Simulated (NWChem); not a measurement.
# C3H3BF2; SMILES C#CCB(F)F

```xyz
9

C      0.2702     2.6875     0.0000
C     -0.2770     1.6079     0.0000
C     -0.9224     0.3074     0.0000
B      0.0375    -0.9380     0.0000
F     -0.4796    -2.1529     0.0000
F      1.3479    -0.8444     0.0000
H      0.7557     3.6458     0.0000
H     -1.5916     0.2014     0.8741
H     -1.5916     0.2014    -0.8741
```
Atoms are numbered in this order, from 1.

Program: NWChem. The geometry was optimised at PBE0/def2-SVP.

For level TPSS/aug-pcseg-1:

```
Quantity                     Value
---------------------------  -----
highest occupied level (eV)  -6.63
```

### Question
How do the values read with level TPSS/def2-SVP instead?

### Answer
highest occupied level (eV): -6.45
